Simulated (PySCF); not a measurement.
H3O4S, SMILES OS(=O)(=[OH+])O, charge +1. Heavy atoms are numbered as in [O:1]=[S:2](=[OH+:3])([OH:4])[OH:5]. Hydrogens are named by the atom that carries them.

Geometry: B3LYP-D3(BJ)/def2-SVP. The isomer is the one that the SMILES or the coordinates give; other isomers of the formula were not compared. The values are those of a single conformer.

Level of theory: B3LYP/pcSseg-1 run with PySCF.

GIAO shieldings, no solvent; atoms alike by connectivity are averaged. δ = σ(ref) − σ: ¹⁷O against H2O (σ = 333.8 ppm); ³³S against H2S (σ = 695.8 ppm); ¹H against TMS (σ = 31.68 ppm), references at their B3LYP-D3(BJ)/def2-TZVP geometries, non-relativistic.

Computed chemical shifts:
| nucleus | atoms | count | δ (ppm) |
|---|---|---|---|
| ¹⁷O | O1 | 1 | 288.5 |
| ¹⁷O | O3 (OH) | 3 | 212.4 |
| ³³S | S2 | 1 | 558.0 |
| ¹H | H on O3 | 3 | 7.89 |
